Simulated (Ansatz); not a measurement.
Relaxation of `CCC(CC(CC(C)OC(C)=O)OC(C)=O)OC(C)=O` with RKS PBE-D4/def2-SVP.

```sh
$ ansatz run in.yaml --threads 2 --pin off --events-out ev --progress --plain --max-ram 32768MiB --backend cuda --devices 0, --max-vram 18GiB
```

```yaml
crystal:
  periodic: [false, false, false]
  atoms:
    - {symbol: C, position_ang: [-2.888960, -2.410760, 1.854150]}
    - {symbol: C, position_ang: [-2.483630, -0.950080, 2.008950]}
    - {symbol: C, position_ang: [-1.519410, -0.515310, 0.904660]}
    - {symbol: C, position_ang: [-1.037280, 0.926230, 1.099780]}
    - {symbol: C, position_ang: [0.034750, 1.318220, 0.076960]}
    - {symbol: C, position_ang: [1.446750, 0.859300, 0.463680]}
    - {symbol: C, position_ang: [1.948670, -0.297540, -0.411350]}
    - {symbol: C, position_ang: [2.428140, 0.170080, -1.776260]}
    - {symbol: O, position_ang: [3.055690, -0.947970, 0.235270]}
    - {symbol: C, position_ang: [2.771520, -1.798310, 1.221360]}
    - {symbol: C, position_ang: [4.023080, -2.475000, 1.718140]}
    - {symbol: O, position_ang: [1.663100, -1.997200, 1.647750]}
    - {symbol: O, position_ang: [0.016160, 2.747140, -0.066160]}
    - {symbol: C, position_ang: [-0.225320, 3.248500, -1.280090]}
    - {symbol: C, position_ang: [-0.305820, 4.751200, -1.232230]}
    - {symbol: O, position_ang: [-0.376800, 2.583820, -2.272340]}
    - {symbol: O, position_ang: [-2.217370, -0.560650, -0.350720]}
    - {symbol: C, position_ang: [-1.686140, -1.229370, -1.373240]}
    - {symbol: C, position_ang: [-2.493170, -1.021330, -2.627130]}
    - {symbol: O, position_ang: [-0.680240, -1.888650, -1.311100]}
    - {symbol: H, position_ang: [-2.012470, -3.051230, 1.910950]}
    - {symbol: H, position_ang: [-3.373720, -2.572670, 0.894270]}
    - {symbol: H, position_ang: [-3.581800, -2.697470, 2.640920]}
    - {symbol: H, position_ang: [-1.987100, -0.807210, 2.969210]}
    - {symbol: H, position_ang: [-3.369030, -0.312170, 1.976490]}
    - {symbol: H, position_ang: [-0.669750, -1.206380, 0.867820]}
    - {symbol: H, position_ang: [-0.651700, 1.052320, 2.111230]}
    - {symbol: H, position_ang: [-1.897070, 1.589020, 0.972970]}
    - {symbol: H, position_ang: [-0.232980, 0.905210, -0.903020]}
    - {symbol: H, position_ang: [2.134410, 1.703370, 0.372730]}
    - {symbol: H, position_ang: [1.450570, 0.536110, 1.505250]}
    - {symbol: H, position_ang: [1.154110, -1.042930, -0.527250]}
    - {symbol: H, position_ang: [1.632750, 0.712520, -2.279310]}
    - {symbol: H, position_ang: [2.706720, -0.684380, -2.386490]}
    - {symbol: H, position_ang: [3.290770, 0.823230, -1.666770]}
    - {symbol: H, position_ang: [4.813820, -1.741590, 1.847250]}
    - {symbol: H, position_ang: [3.819120, -2.990010, 2.651620]}
    - {symbol: H, position_ang: [4.344050, -3.196280, 0.969860]}
    - {symbol: H, position_ang: [-0.082990, 5.160500, -2.212780]}
    - {symbol: H, position_ang: [0.373170, 5.143980, -0.482080]}
    - {symbol: H, position_ang: [-1.321700, 5.031410, -0.959350]}
    - {symbol: H, position_ang: [-3.534570, -0.832300, -2.386410]}
    - {symbol: H, position_ang: [-2.087040, -0.150190, -3.140200]}
    - {symbol: H, position_ang: [-2.391290, -1.885190, -3.277020]}
basis:
  gaussian: {orbitals: def2-SVP}
hamiltonian: {xc: pbe, dispersion: d4}
scf: {lower_state_search: "off"}
output: {orbitals: {seedname: orbitals}}
relax: {f_tol: 0.03, max_steps: 70}
```

Run time 26 s (2 threads of AMD EPYC 7R13 on a shared host and a share (18 GiB) of an NVIDIA H100 80GB HBM3).

Positions (Å) and forces (eV/Å) at steps 1, 2, 3, 4, 5, 6 of 6:

```xyz
44
step=1 energy=-27142.2576 eV
C    -2.889   -2.411    1.854    0.112    0.639    0.176
C    -2.484   -0.950    2.009    0.255   -0.595   -0.776
C    -1.519   -0.515    0.905   -0.094    0.521    0.691
C    -1.037    0.926    1.100    0.212   -0.410   -0.768
C     0.035    1.318    0.077    0.045   -0.223    0.410
C     1.447    0.859    0.464   -0.221   -0.313   -0.412
C     1.949   -0.298   -0.411   -0.058    0.485   -0.115
C     2.428    0.170   -1.776   -0.194   -0.368    0.695
O     3.056   -0.948    0.235    0.671    0.374   -0.585
C     2.772   -1.798    1.221    0.861   -0.217    0.198
C     4.023   -2.475    1.718   -0.478    0.236   -0.074
O     1.663   -1.997    1.648   -1.365   -0.278    0.505
O     0.016    2.747   -0.066    0.147    0.141    0.929
C    -0.225    3.248   -1.280    0.046    0.849    0.174
C    -0.306    4.751   -1.232    0.120   -0.510   -0.051
O    -0.377    2.584   -2.272   -0.205   -0.777   -1.237
O    -2.217   -0.561   -0.351   -0.654    0.538    0.456
C    -1.686   -1.229   -1.373   -0.591    0.013   -0.747
C    -2.493   -1.021   -2.627    0.207   -0.121    0.467
O    -0.680   -1.889   -1.311    1.141   -0.730    0.033
H    -2.012   -3.051    1.911    0.541   -0.505    0.017
H    -3.374   -2.573    0.894   -0.326   -0.166   -0.604
H    -3.582   -2.697    2.641   -0.470   -0.288    0.483
H    -1.987   -0.807    2.969    0.267    0.185    0.554
H    -3.369   -0.312    1.976   -0.468    0.470    0.069
H    -0.670   -1.206    0.868    0.376   -0.298   -0.022
H    -0.652    1.052    2.111    0.174    0.090    0.606
H    -1.897    1.589    0.973   -0.443    0.339   -0.017
H    -0.233    0.905   -0.903   -0.124   -0.096   -0.337
H     2.134    1.703    0.373    0.346    0.439   -0.006
H     1.451    0.536    1.505    0.026   -0.126    0.539
H     1.154   -1.043   -0.527   -0.343   -0.263   -0.043
H     1.633    0.713   -2.279   -0.512    0.379   -0.367
H     2.707   -0.684   -2.386    0.202   -0.527   -0.451
H     3.291    0.823   -1.667    0.565    0.456    0.030
H     4.814   -1.742    1.847    0.572    0.410    0.059
H     3.819   -2.990    2.652   -0.131   -0.303    0.538
H     4.344   -3.196    0.970    0.300   -0.466   -0.463
H    -0.083    5.160   -2.213    0.115    0.241   -0.584
H     0.373    5.144   -0.482    0.392    0.317    0.491
H    -1.322    5.031   -0.959   -0.636    0.235    0.194
H    -3.535   -0.832   -2.386   -0.668    0.158    0.072
H    -2.087   -0.150   -3.140    0.207    0.574   -0.335
H    -2.391   -1.885   -3.277    0.079   -0.506   -0.390
44
step=2 energy=-27142.4868 eV
C    -2.902   -2.442    1.868    0.109    0.278   -0.006
C    -2.476   -0.979    2.012    0.091   -0.137   -0.198
C    -1.518   -0.515    0.913    0.037    0.053    0.288
C    -1.045    0.933    1.088    0.047   -0.151   -0.183
C     0.040    1.333    0.080   -0.030   -0.242    0.069
C     1.456    0.871    0.467   -0.050   -0.096   -0.141
C     1.957   -0.289   -0.408   -0.137    0.178   -0.116
C     2.437    0.160   -1.780   -0.078   -0.106    0.266
O     3.071   -0.947    0.237    0.313    0.154   -0.164
C     2.781   -1.799    1.236    0.064   -0.249    0.136
C     4.033   -2.483    1.734   -0.192    0.112    0.007
O     1.656   -2.007    1.655   -0.198   -0.013    0.093
O     0.019    2.770   -0.063    0.073    0.114    0.424
C    -0.215    3.272   -1.292   -0.094    0.191   -0.217
C    -0.298    4.779   -1.246    0.076   -0.195   -0.035
O    -0.372    2.597   -2.294   -0.008   -0.111   -0.177
O    -2.233   -0.573   -0.342   -0.318    0.182    0.046
C    -1.711   -1.255   -1.379    0.152    0.038   -0.372
C    -2.517   -1.017   -2.634    0.037   -0.137    0.187
O    -0.686   -1.908   -1.330    0.113   -0.160    0.026
H    -2.024   -3.109    1.906    0.140   -0.149   -0.003
H    -3.412   -2.607    0.905   -0.099   -0.058   -0.166
H    -3.595   -2.737    2.672   -0.118   -0.059    0.138
H    -1.965   -0.830    2.979    0.068    0.055    0.197
H    -3.363   -0.318    2.003   -0.140    0.134    0.052
H    -0.654   -1.204    0.867    0.129   -0.090   -0.024
H    -0.672    1.073    2.116    0.027    0.051    0.198
H    -1.919    1.596    0.952   -0.125    0.105   -0.007
H    -0.227    0.926   -0.911   -0.037   -0.031   -0.122
H     2.151    1.725    0.378    0.099    0.137    0.008
H     1.462    0.549    1.521    0.013   -0.032    0.163
H     1.150   -1.036   -0.518   -0.103   -0.091   -0.010
H     1.633    0.707   -2.298   -0.134    0.110   -0.116
H     2.721   -0.708   -2.396    0.054   -0.141   -0.117
H     3.311    0.826   -1.682    0.159    0.135   -0.013
H     4.843   -1.750    1.872    0.168    0.101    0.018
H     3.819   -3.008    2.676   -0.030   -0.084    0.144
H     4.369   -3.213    0.979    0.086   -0.127   -0.127
H    -0.076    5.190   -2.241    0.026    0.072   -0.157
H     0.385    5.188   -0.488    0.100    0.094    0.131
H    -1.327    5.067   -0.969   -0.177    0.070    0.056
H    -3.576   -0.833   -2.401   -0.186    0.044    0.004
H    -2.110   -0.120   -3.132    0.058    0.163   -0.066
H    -2.403   -1.875   -3.312    0.014   -0.114   -0.116
44
step=3 energy=-27142.5109 eV
C    -2.884   -2.448    1.863   -0.014    0.015    0.009
C    -2.450   -0.989    2.020    0.001   -0.052   -0.067
C    -1.506   -0.519    0.913    0.072    0.055    0.119
C    -1.051    0.933    1.088    0.038   -0.015   -0.022
C     0.034    1.333    0.083   -0.041   -0.073    0.025
C     1.453    0.872    0.469    0.019   -0.009   -0.003
C     1.949   -0.290   -0.407   -0.075    0.047   -0.053
C     2.430    0.156   -1.780   -0.008   -0.009    0.016
O     3.071   -0.952    0.238    0.079   -0.040   -0.028
C     2.772   -1.815    1.236   -0.045    0.072    0.189
C     4.025   -2.486    1.756   -0.027   -0.035   -0.044
O     1.645   -2.010    1.661    0.071   -0.029   -0.078
O     0.012    2.777   -0.053   -0.006    0.074    0.066
C    -0.224    3.279   -1.292    0.091    0.006   -0.157
C    -0.289    4.788   -1.254   -0.035   -0.020    0.007
O    -0.370    2.600   -2.296   -0.025    0.041    0.089
O    -2.230   -0.569   -0.347   -0.052    0.070   -0.053
C    -1.697   -1.231   -1.403   -0.098   -0.375    0.012
C    -2.533   -1.017   -2.644    0.077    0.100    0.002
O    -0.683   -1.907   -1.356   -0.029    0.161   -0.022
H    -2.007   -3.130    1.870   -0.035    0.037   -0.002
H    -3.424   -2.603    0.906    0.025    0.011    0.039
H    -3.563   -2.754    2.685    0.022   -0.005   -0.025
H    -1.924   -0.848    2.989   -0.005   -0.009   -0.034
H    -3.337   -0.316    2.041    0.032   -0.030    0.007
H    -0.631   -1.203    0.853   -0.037    0.009    0.000
H    -0.688    1.085    2.127   -0.009    0.014   -0.034
H    -1.934    1.592    0.946    0.018   -0.024    0.000
H    -0.235    0.931   -0.915    0.007    0.024    0.020
H     2.149    1.732    0.381   -0.015   -0.020    0.001
H     1.462    0.551    1.530   -0.002    0.013   -0.020
H     1.137   -1.039   -0.515    0.027    0.010    0.001
H     1.622    0.704   -2.307    0.024   -0.013    0.011
H     2.718   -0.717   -2.398   -0.007    0.023    0.014
H     3.306    0.831   -1.688   -0.026   -0.017   -0.006
H     4.841   -1.749    1.891   -0.033   -0.015   -0.008
H     3.803   -3.003    2.706    0.003    0.012   -0.029
H     4.376   -3.229    1.009    0.005    0.013    0.032
H    -0.059    5.195   -2.256   -0.009   -0.014    0.027
H     0.396    5.202   -0.490   -0.019   -0.017   -0.021
H    -1.321    5.093   -0.981    0.029    0.008   -0.007
H    -3.598   -0.843   -2.400    0.044   -0.008    0.010
H    -2.146   -0.108   -3.152   -0.042   -0.017   -0.013
H    -2.416   -1.878   -3.328    0.013    0.031    0.029
44
step=4 energy=-27142.5071 eV rejected
C    -2.857   -2.472    1.816    0.002    0.001   -0.115
C    -2.400   -1.035    2.049    0.052    0.081    0.080
C    -1.493   -0.521    0.935   -0.107   -0.080   -0.164
C    -1.070    0.942    1.079   -0.042   -0.017    0.068
C     0.011    1.335    0.072    0.044    0.116   -0.059
C     1.427    0.876    0.461    0.022   -0.054   -0.011
C     1.928   -0.293   -0.400    0.071   -0.094    0.055
C     2.398    0.137   -1.779    0.004   -0.038    0.022
O     3.062   -0.940    0.254   -0.024    0.044    0.025
C     2.760   -1.793    1.263    0.043    0.043   -0.133
C     4.005   -2.470    1.782    0.001    0.020    0.026
O     1.630   -1.995    1.673   -0.093   -0.021    0.054
O     0.008    2.787   -0.066   -0.091   -0.085    0.002
C    -0.189    3.285   -1.317   -0.019    0.013    0.175
C    -0.246    4.791   -1.284    0.025    0.008   -0.022
O    -0.326    2.603   -2.316   -0.018   -0.092   -0.141
O    -2.262   -0.601   -0.309    0.155   -0.001   -0.020
C    -1.712   -1.229   -1.380    0.037    0.207    0.064
C    -2.551   -0.993   -2.608   -0.055   -0.053   -0.091
O    -0.654   -1.832   -1.363   -0.066   -0.080   -0.008
H    -1.990   -3.161    1.753   -0.006   -0.003   -0.011
H    -3.417   -2.540    0.858    0.008   -0.077    0.118
H    -3.516   -2.825    2.631   -0.045   -0.017    0.016
H    -1.834   -0.962    3.003   -0.021    0.035   -0.011
H    -3.278   -0.358    2.136    0.020   -0.002    0.041
H    -0.610   -1.186    0.838    0.032   -0.010    0.047
H    -0.710    1.132    2.111   -0.020   -0.008    0.042
H    -1.971    1.570    0.919    0.008    0.036   -0.009
H    -0.263    0.932   -0.924    0.033    0.040   -0.011
H     2.120    1.736    0.362    0.018    0.000   -0.004
H     1.436    0.573    1.525    0.008   -0.019    0.030
H     1.134   -1.061   -0.492   -0.025    0.085   -0.016
H     1.582    0.665   -2.311    0.002    0.013   -0.008
H     2.696   -0.741   -2.382    0.007   -0.013   -0.022
H     3.265    0.823   -1.698    0.016    0.026   -0.015
H     4.817   -1.734    1.927    0.043    0.023    0.010
H     3.777   -2.991    2.727   -0.003   -0.024    0.045
H     4.363   -3.208    1.037    0.007   -0.024   -0.036
H    -0.007    5.189   -2.284    0.010    0.031   -0.036
H     0.439    5.200   -0.520    0.026    0.025    0.028
H    -1.274    5.109   -1.018   -0.033    0.000    0.013
H    -3.624   -0.903   -2.356   -0.001   -0.019   -0.022
H    -2.229   -0.034   -3.068    0.013   -0.020    0.039
H    -2.373   -1.805   -3.335   -0.036    0.006   -0.031
44
step=5 energy=-27142.5195 eV
C    -2.869   -2.460    1.855    0.000   -0.018   -0.009
C    -2.423   -1.009    2.031   -0.004    0.004    0.007
C    -1.502   -0.524    0.914   -0.006   -0.012   -0.002
C    -1.060    0.934    1.078   -0.001    0.002    0.006
C     0.027    1.335    0.077   -0.010    0.000   -0.013
C     1.445    0.875    0.466    0.008    0.007    0.009
C     1.945   -0.289   -0.404   -0.007   -0.008    0.001
C     2.425    0.148   -1.778    0.008    0.001   -0.007
O     3.071   -0.944    0.250   -0.001    0.002    0.017
C     2.767   -1.801    1.254   -0.032   -0.032   -0.031
C     4.014   -2.480    1.774    0.010    0.008    0.013
O     1.636   -2.006    1.662    0.034    0.015   -0.003
O     0.008    2.783   -0.055   -0.003    0.009   -0.006
C    -0.208    3.283   -1.302   -0.018   -0.012   -0.004
C    -0.272    4.792   -1.266    0.003    0.008   -0.002
O    -0.355    2.602   -2.302    0.010    0.013    0.021
O    -2.250   -0.586   -0.339    0.017   -0.003   -0.002
C    -1.720   -1.243   -1.401    0.090    0.027    0.000
C    -2.551   -1.005   -2.639   -0.019   -0.005   -0.028
O    -0.684   -1.885   -1.372   -0.070    0.012    0.009
H    -1.996   -3.146    1.824   -0.033    0.030    0.000
H    -3.432   -2.589    0.908    0.017    0.000    0.043
H    -3.529   -2.783    2.686    0.017    0.004   -0.022
H    -1.873   -0.891    2.990   -0.011   -0.005   -0.035
H    -3.306   -0.332    2.088    0.033   -0.027    0.002
H    -0.623   -1.200    0.838   -0.021    0.011    0.001
H    -0.703    1.100    2.117   -0.012   -0.004   -0.024
H    -1.949    1.581    0.926    0.018   -0.011   -0.003
H    -0.239    0.937   -0.923    0.006    0.009    0.011
H     2.141    1.735    0.376   -0.009   -0.016   -0.002
H     1.453    0.559    1.528   -0.001    0.006   -0.017
H     1.139   -1.044   -0.508    0.012    0.013   -0.002
H     1.616    0.688   -2.310    0.017   -0.012    0.012
H     2.719   -0.727   -2.390   -0.006    0.018    0.012
H     3.298    0.829   -1.691   -0.018   -0.013   -0.003
H     4.830   -1.746    1.920   -0.015   -0.014    0.001
H     3.785   -3.005    2.718    0.005    0.010   -0.015
H     4.370   -3.218    1.025   -0.014    0.017    0.014
H    -0.042    5.196   -2.268   -0.004   -0.005    0.018
H     0.414    5.206   -0.503   -0.010   -0.007   -0.015
H    -1.303    5.101   -0.992    0.021   -0.009   -0.004
H    -3.622   -0.870   -2.394    0.031   -0.011   -0.014
H    -2.189   -0.067   -3.115   -0.019   -0.041    0.034
H    -2.405   -1.837   -3.353   -0.012    0.041    0.029
44
step=6 energy=-27142.5206 eV
C    -2.862   -2.466    1.852    0.013    0.003   -0.017
C    -2.414   -1.016    2.032    0.005    0.013    0.010
C    -1.500   -0.525    0.913   -0.019   -0.014   -0.028
C    -1.060    0.933    1.075   -0.006   -0.004    0.012
C     0.026    1.336    0.074    0.001    0.006   -0.008
C     1.443    0.875    0.463    0.002   -0.001   -0.001
C     1.943   -0.289   -0.404    0.009   -0.013    0.004
C     2.426    0.147   -1.778    0.002   -0.005    0.007
O     3.068   -0.944    0.252   -0.006    0.003    0.003
C     2.761   -1.802    1.254    0.000    0.012   -0.008
C     4.006   -2.476    1.782   -0.002    0.003    0.003
O     1.629   -2.005    1.659   -0.008   -0.006    0.001
O     0.007    2.785   -0.057   -0.009   -0.010    0.006
C    -0.205    3.285   -1.303   -0.004   -0.002    0.016
C    -0.266    4.793   -1.268    0.004   -0.002   -0.004
O    -0.351    2.605   -2.304    0.000   -0.006   -0.012
O    -2.252   -0.586   -0.337    0.020    0.004    0.004
C    -1.721   -1.237   -1.402    0.019    0.022    0.004
C    -2.559   -1.003   -2.635   -0.009   -0.004   -0.018
O    -0.684   -1.876   -1.376   -0.010   -0.013    0.002
H    -1.990   -3.150    1.810   -0.004    0.001   -0.002
H    -3.433   -2.588    0.909   -0.003   -0.011    0.012
H    -3.514   -2.794    2.686   -0.001   -0.001    0.002
H    -1.856   -0.905    2.986    0.000    0.004   -0.004
H    -3.296   -0.341    2.099    0.007   -0.002    0.007
H    -0.621   -1.199    0.831    0.003   -0.001    0.003
H    -0.705    1.103    2.112   -0.004    0.001    0.006
H    -1.951    1.578    0.921    0.000    0.004   -0.003
H    -0.240    0.940   -0.926    0.004    0.004   -0.005
H     2.139    1.735    0.372    0.004    0.001   -0.002
H     1.450    0.562    1.526    0.002    0.000    0.004
H     1.138   -1.044   -0.509   -0.005    0.007   -0.004
H     1.617    0.685   -2.311   -0.001    0.002   -0.003
H     2.720   -0.729   -2.388    0.001   -0.002   -0.003
H     3.298    0.827   -1.690    0.003    0.004   -0.002
H     4.819   -1.740    1.929    0.003    0.003    0.002
H     3.775   -2.998    2.726   -0.002   -0.003    0.005
H     4.366   -3.215    1.037    0.002   -0.004   -0.003
H    -0.034    5.196   -2.269    0.001    0.004   -0.005
H     0.422    5.205   -0.506    0.005    0.003    0.003
H    -1.295    5.105   -0.994   -0.004    0.001    0.004
H    -3.629   -0.879   -2.385    0.002   -0.007   -0.006
H    -2.208   -0.060   -3.107   -0.008   -0.008    0.014
H    -2.408   -1.829   -3.352   -0.006    0.012    0.004
```
